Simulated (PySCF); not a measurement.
## One molecule, a ladder of functionals, a line

Molecule: `FCCC#[N+][AlH3-]`, C$_{3}$H$_{7}$AlFN.

Structure with atom numbers: `[F:1][CH2:2][CH2:3][C:4]#[N+:5][AlH3-:6]`. Hydrogens are named by the atom that carries them.

GIAO shieldings (ppm, equivalent atoms averaged) in PySCF 2.14 on the PBE0-D3(BJ)/def2-SVP geometry, basis pcSseg-1, gas phase, non-relativistic:

| functional | exact exchange (%) | σ(F1) | σ(C2) | σ(C3) | σ(Al6) |
| --- | --- | --- | --- | --- | --- |
| BLYP | 0 | 391.8 | 92.7 | 154.4 | 430.5 |
| BP86 | 0 | 397.6 | 98.3 | 159.2 | 431.4 |
| PBE | 0 | 395.6 | 98.6 | 159.5 | 431.3 |
| B3LYP | 20 | 407.2 | 99.7 | 159.6 | 437.3 |
| PBE0 | 25 | 413.0 | 106.7 | 165.2 | 440.9 |
| BHandHLYP | 50 | 423.6 | 108.6 | 165.8 | 449.9 |
| HF | 100 | 443.1 | 122.0 | 175.1 | 478.1 |

Q: Fit each shielding as a line in the percentage of exact exchange.

A: σ(F1) = 396.7 + 0.49 x (rms 2.8 ppm); σ(C2) = 96.7 + 0.25 x (rms 2.4 ppm); σ(C3) = 157.9 + 0.17 x (rms 2.0 ppm); σ(Al6) = 429.9 + 0.46 x (rms 1.8 ppm). The functionals also differ in their semilocal parts, which the line can't hold; Hartree–Fock has no correlation at all.

Q: What does the line predict for mPW1PW91 (25 %), and what does the run give?

A: σ(F1): 408.9 predicted, 412.8 computed; σ(C2): 103.0 predicted, 105.8 computed; σ(C3): 162.2 predicted, 164.2 computed; σ(Al6): 441.4 predicted, 441.1 computed ppm.
